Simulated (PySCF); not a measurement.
Geometry:
```tsv
atom	x (Å)	y (Å)	z (Å)
C1	-2.520	0.960	0.555
C2	-1.469	-0.020	0.454
C3	-0.605	-0.859	0.393
C4	0.461	-1.777	0.285
N5	1.554	-1.603	-0.337
C6	1.978	-0.439	-0.912
C7	2.059	0.764	-0.345
F8	1.614	1.018	0.904
H9	-3.379	0.544	1.082
H10	-2.152	1.829	1.101
H11	-2.828	1.277	-0.441
H12	0.318	-2.746	0.754
H13	2.418	-0.568	-1.892
H14	2.549	1.619	-0.783
```

Geometry: GFN2-xTB; GIAO absolute shieldings from PySCF 2.14.0 with density-fitted response routines, gas phase, non-relativistic, averaged over equivalent atoms.

At PBE0/pcSseg-1 (166 basis functions, 20 s wall time on 1 thread of an Arm Neoverse V1, shared host):
```json
{"atoms": "C4", "σ (ppm)": "39.3"}
{"atoms": "C7", "σ (ppm)": "45.0"}
{"atoms": "C6", "σ (ppm)": "58.7"}
{"atoms": "C2", "σ (ppm)": "77.8"}
{"atoms": "C3", "σ (ppm)": "104.8"}
{"atoms": "C1", "σ (ppm)": "181.1"}
{"atoms": "N5", "σ (ppm)": "-118.8"}
{"atoms": "F8", "σ (ppm)": "304.9"}
{"atoms": "H12", "σ (ppm)": "24.18"}
{"atoms": "H13", "σ (ppm)": "25.00"}
{"atoms": "H14", "σ (ppm)": "25.40"}
{"atoms": "H9/H10/H11", "σ (ppm)": "29.47"}
```

Predict the values at PBE0/6-31++G** on the same geometry.

## Answers


```csv
atoms,σ at PBE0/6-31++G**,change
C4,60.0,+20.7
C7,66.1,+21.1
C6,78.7,+20.0
C2,97.7,+19.9
C3,124.2,+19.4
C1,192.4,+11.3
N5,-72.7,+46.1
F8,320.8,+15.9
H12,24.18,+0.00
H13,24.96,-0.04
H14,25.40,+0.00
H9/H10/H11,29.66,+0.19
```

The largest change is at N5 (imine nitrogen). Cost: 180 basis functions, 29 s wall time on 1 thread of an Arm Neoverse V2, shared host. The order of the carbon signals is the same at both levels.
